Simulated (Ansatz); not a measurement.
A run for Ansatz (a first-principles code): R-wB97X-V/def2-TZVPP on BeHI (SMILES [BeH][I]). Elements past Kr take the def2 small-core potentials; no spin–orbit coupling.

Ansatz 0.2 input:
```yaml
crystal:
  periodic: [false, false, false]
  atoms:
    - {symbol: Be, position_ang: [0.00000000, 0.00000000, -1.95830029]}
    - {symbol: H, position_ang: [-0.00000000, -0.00000000, -3.28843892]}
    - {symbol: I, position_ang: [-0.00000000, -0.00000000, 0.21020844]}
basis:
  gaussian:
    orbitals: def2-TZVPP
hamiltonian:
  xc: {name: wB97X-V}
accuracy: high
phonons: {}
scf: {lower_state_search: off}
```

Program output:

```
WARN ansatz: RAYON_NUM_THREADS=1 ignored (pool sized by the plan → 1); use --threads N
Functional definition: wB97X-V
these checks for a lower state are left out or cut short: stability, starts, cluster_reference, orbital_swaps, neighbouring_geometries, increment
integrals: 0.11 GiB planned
1398 factors; integrals over basis functions are off by at most 1.8e-9 eV
integrals: 0.17 GiB planned
330 factors; integrals over basis functions are off by at most 6.4e-10 eV
mean field: 0.51 GiB planned
mean field evaluation 1: about -8518.8111 eV, gradient 9.8e0 eV
mean field evaluation 2: about -8519.2179 eV, gradient 7.3e0 eV
mean field evaluation 4: about -8519.3251 eV, gradient 4.8e-1 eV
mean field evaluation 8: about -8519.3346 eV, gradient 7.3e-3 eV
mean field evaluation 16: about -8519.3346 eV, gradient 6.5e-7 eV
mean field -8519.33459221 eV, -313.0797716514 hartree, gradient 5.8e-9 eV, S^2 0.000000; 0 other end points of the search recorded, 0 dependent functions left out
the calculation of the forces begins
reference -8519.33459205 eV, -313.0797716455 hartree; 15, 15 occupied and 68, 68 virtual orbitals, 1398 factors
these checks for a lower state are left out or cut short: stability, starts, cluster_reference, orbital_swaps, neighbouring_geometries, increment
integrals: 0.11 GiB planned
1398 factors; integrals over basis functions are off by at most 1.8e-9 eV
integrals: 0.17 GiB planned
330 factors; integrals over basis functions are off by at most 6.4e-10 eV
mean field: 0.51 GiB planned
mean field -8519.33458636 eV, -313.0797714364 hartree, gradient 3.0e-8 eV, S^2 0.000000; 0 other end points of the search recorded, 0 dependent functions left out
the calculation of the forces begins
reference -8519.33458620 eV, -313.0797714305 hartree; 15, 15 occupied and 68, 68 virtual orbitals, 1398 factors
these checks for a lower state are left out or cut short: stability, starts, cluster_reference, orbital_swaps, neighbouring_geometries, increment
integrals: 0.11 GiB planned
1398 factors; integrals over basis functions are off by at most 1.8e-9 eV
integrals: 0.17 GiB planned
330 factors; integrals over basis functions are off by at most 6.4e-10 eV
mean field: 0.51 GiB planned
mean field evaluation 32: about -8519.3346 eV, gradient 1.6e-5 eV
mean field -8519.33458636 eV, -313.0797714364 hartree, gradient 3.0e-8 eV, S^2 0.000000; 0 other end points of the search recorded, 0 dependent functions left out
the calculation of the forces begins
reference -8519.33458620 eV, -313.0797714305 hartree; 15, 15 occupied and 68, 68 virtual orbitals, 1398 factors
these checks for a lower state are left out or cut short: stability, starts, cluster_reference, orbital_swaps, neighbouring_geometries, increment
integrals: 0.11 GiB planned
1398 factors; integrals over basis functions are off by at most 1.8e-9 eV
integrals: 0.17 GiB planned
330 factors; integrals over basis functions are off by at most 6.4e-10 eV
mean field: 0.51 GiB planned
mean field -8519.33458636 eV, -313.0797714364 hartree, gradient 3.0e-8 eV, S^2 0.000000; 0 other end points of the search recorded, 0 dependent functions left out
the calculation of the forces begins
reference -8519.33458620 eV, -313.0797714305 hartree; 15, 15 occupied and 68, 68 virtual orbitals, 1398 factors
these checks for a lower state are left out or cut short: stability, starts, cluster_reference, orbital_swaps, neighbouring_geometries, increment
integrals: 0.11 GiB planned
1398 factors; integrals over basis functions are off by at most 1.8e-9 eV
integrals: 0.17 GiB planned
330 factors; integrals over basis functions are off by at most 6.4e-10 eV
mean field: 0.51 GiB planned
mean field -8519.33458636 eV, -313.0797714364 hartree, gradient 3.0e-8 eV, S^2 0.000000; 0 other end points of the search recorded, 0 dependent functions left out
the calculation of the forces begins
reference -8519.33458620 eV, -313.0797714305 hartree; 15, 15 occupied and 68, 68 virtual orbitals, 1398 factors
these checks for a lower state are left out or cut short: stability, starts, cluster_reference, orbital_swaps, neighbouring_geometries, increment
integrals: 0.11 GiB planned
1398 factors; integrals over basis functions are off by at most 1.8e-9 eV
[...]
 field: 0.51 GiB planned
mean field -8519.33458997 eV, -313.0797715688 hartree, gradient 1.9e-8 eV, S^2 0.000000; 0 other end points of the search recorded, 0 dependent functions left out
the calculation of the forces begins
reference -8519.33458980 eV, -313.0797715629 hartree; 15, 15 occupied and 68, 68 virtual orbitals, 1398 factors
these checks for a lower state are left out or cut short: stability, starts, cluster_reference, orbital_swaps, neighbouring_geometries, increment
integrals: 0.11 GiB planned
1398 factors; integrals over basis functions are off by at most 1.8e-9 eV
integrals: 0.17 GiB planned
330 factors; integrals over basis functions are off by at most 6.4e-10 eV
mean field: 0.51 GiB planned
mean field -8519.33458997 eV, -313.0797715688 hartree, gradient 1.9e-8 eV, S^2 0.000000; 0 other end points of the search recorded, 0 dependent functions left out
the calculation of the forces begins
reference -8519.33458980 eV, -313.0797715629 hartree; 15, 15 occupied and 68, 68 virtual orbitals, 1398 factors
these checks for a lower state are left out or cut short: stability, starts, cluster_reference, orbital_swaps, neighbouring_geometries, increment
integrals: 0.11 GiB planned
1398 factors; integrals over basis functions are off by at most 1.8e-9 eV
integrals: 0.17 GiB planned
330 factors; integrals over basis functions are off by at most 6.4e-10 eV
mean field: 0.51 GiB planned
mean field -8519.33458997 eV, -313.0797715688 hartree, gradient 1.9e-8 eV, S^2 0.000000; 0 other end points of the search recorded, 0 dependent functions left out
the calculation of the forces begins
reference -8519.33458980 eV, -313.0797715629 hartree; 15, 15 occupied and 68, 68 virtual orbitals, 1398 factors
these checks for a lower state are left out or cut short: stability, starts, cluster_reference, orbital_swaps, neighbouring_geometries, increment
integrals: 0.11 GiB planned
1398 factors; integrals over basis functions are off by at most 1.7e-9 eV
integrals: 0.17 GiB planned
330 factors; integrals over basis functions are off by at most 6.4e-10 eV
mean field: 0.51 GiB planned
mean field evaluation 96: about -8519.3345 eV, gradient 6.0e-9 eV
mean field -8519.33454310 eV, -313.0797698464 hartree, gradient 2.0e-8 eV, S^2 0.000000; 0 other end points of the search recorded, 0 dependent functions left out
the calculation of the forces begins
reference -8519.33454293 eV, -313.0797698405 hartree; 15, 15 occupied and 68, 68 virtual orbitals, 1398 factors
these checks for a lower state are left out or cut short: stability, starts, cluster_reference, orbital_swaps, neighbouring_geometries, increment
integrals: 0.11 GiB planned
1398 factors; integrals over basis functions are off by at most 1.8e-9 eV
integrals: 0.17 GiB planned
330 factors; integrals over basis functions are off by at most 6.4e-10 eV
mean field: 0.51 GiB planned
mean field -8519.33454295 eV, -313.0797698410 hartree, gradient 2.2e-8 eV, S^2 0.000000; 0 other end points of the search recorded, 0 dependent functions left out
the calculation of the forces begins
reference -8519.33454279 eV, -313.0797698351 hartree; 15, 15 occupied and 68, 68 virtual orbitals, 1398 factors
these checks for a lower state are left out or cut short: stability, starts, cluster_reference, orbital_swaps, neighbouring_geometries, increment
integrals: 0.11 GiB planned
1398 factors; integrals over basis functions are off by at most 1.8e-9 eV
integrals: 0.17 GiB planned
330 factors; integrals over basis functions are off by at most 6.4e-10 eV
mean field: 0.51 GiB planned
mean field -8519.33459137 eV, -313.0797716204 hartree, gradient 2.9e-8 eV, S^2 0.000000; 0 other end points of the search recorded, 0 dependent functions left out
the calculation of the forces begins
reference -8519.33459121 eV, -313.0797716144 hartree; 15, 15 occupied and 68, 68 virtual orbitals, 1398 factors
these checks for a lower state are left out or cut short: stability, starts, cluster_reference, orbital_swaps, neighbouring_geometries, increment
integrals: 0.11 GiB planned
1398 factors; integrals over basis functions are off by at most 1.8e-9 eV
integrals: 0.17 GiB planned
330 factors; integrals over basis functions are off by at most 6.4e-10 eV
mean field: 0.51 GiB planned
mean field -8519.33459137 eV, -313.0797716204 hartree, gradient 2.9e-8 eV, S^2 0.000000; 0 other end points of the search recorded, 0 dependent functions left out
the calculation of the forces begins
reference -8519.33459121 eV, -313.0797716144 hartree; 15, 15 occupied and 68, 68 virtual orbitals, 1398 factors
these checks for a lower state are left out or cut short: stability, starts, cluster_reference, orbital_swaps, neighbouring_geometries, increment
integrals: 0.11 GiB planned
1398 factors; integrals over basis functions are off by at most 1.8e-9 eV
integrals: 0.17 GiB planned
330 factors; integrals over basis functions are off by at most 6.4e-10 eV
mean field: 0.51 GiB planned
mean field -8519.33459137 eV, -313.0797716204 hartree, gradient 2.9e-8 eV, S^2 0.000000; 0 other end points of the search recorded, 0 dependent functions left out
the calculation of the forces begins
reference -8519.33459121 eV, -313.0797716144 hartree; 15, 15 occupied and 68, 68 virtual orbitals, 1398 factors
these checks for a lower state are left out or cut short: stability, starts, cluster_reference, orbital_swaps, neighbouring_geometries, increment
integrals: 0.11 GiB planned
1398 factors; integrals over basis functions are off by at most 1.8e-9 eV
integrals: 0.17 GiB planned
330 factors; integrals over basis functions are off by at most 6.4e-10 eV
mean field: 0.51 GiB planned
mean field evaluation 128: about -8519.3346 eV, gradient 4.3e-2 eV
mean field -8519.33459137 eV, -313.0797716204 hartree, gradient 2.9e-8 eV, S^2 0.000000; 0 other end points of the search recorded, 0 dependent functions left out
the calculation of the forces begins
reference -8519.33459121 eV, -313.0797716144 hartree; 15, 15 occupied and 68, 68 virtual orbitals, 1398 factors
these checks for a lower state are left out or cut short: stability, starts, cluster_reference, orbital_swaps, neighbouring_geometries, increment
integrals: 0.11 GiB planned
1398 factors; integrals over basis functions are off by at most 1.7e-9 eV
integrals: 0.17 GiB planned
330 factors; integrals over basis functions are off by at most 6.4e-10 eV
mean field: 0.51 GiB planned
mean field -8519.33455189 eV, -313.0797701696 hartree, gradient 6.4e-8 eV, S^2 0.000000; 0 other end points of the search recorded, 0 dependent functions left out
the calculation of the forces begins
reference -8519.33455173 eV, -313.0797701637 hartree; 15, 15 occupied and 68, 68 virtual orbitals, 1398 factors
these checks for a lower state are left out or cut short: stability, starts, cluster_reference, orbital_swaps, neighbouring_geometries, increment
integrals: 0.11 GiB planned
1398 factors; integrals over basis functions are off by at most 1.8e-9 eV
integrals: 0.17 GiB planned
330 factors; integrals over basis functions are off by at most 6.4e-10 eV
mean field: 0.51 GiB planned
mean field -8519.33455291 eV, -313.0797702070 hartree, gradient 5.3e-8 eV, S^2 0.000000; 0 other end points of the search recorded, 0 dependent functions left out
the calculation of the forces begins
reference -8519.33455275 eV, -313.0797702011 hartree; 15, 15 occupied and 68, 68 virtual orbitals, 1398 factors
Total energy: -8519.33459205 eV, -313.0797716455 hartree
Atom 0 at     0.000000     0.000000    -1.958300 Å, force     0.000000     0.000000     0.000157 eV/Å
Atom 1 at    -0.000000    -0.000000    -3.288439 Å, force    -0.000000    -0.000000     0.000096 eV/Å
Atom 2 at     0.000000     0.000000     0.210208 Å, force    -0.000000    -0.000000    -0.000253 eV/Å
Dipole moment:    -0.000000     0.000000    -0.040926 e Å
Vibrations: 501.09 501.09 608.11 2182.48 cm⁻¹, zero-point energy 0.235122 eV
Checks for a lower state left out: stability, starts, cluster_reference, orbital_swaps, neighbouring_geometries, increment
```

Self-consistency was reached.

Cost: around 120 core-seconds (rough).
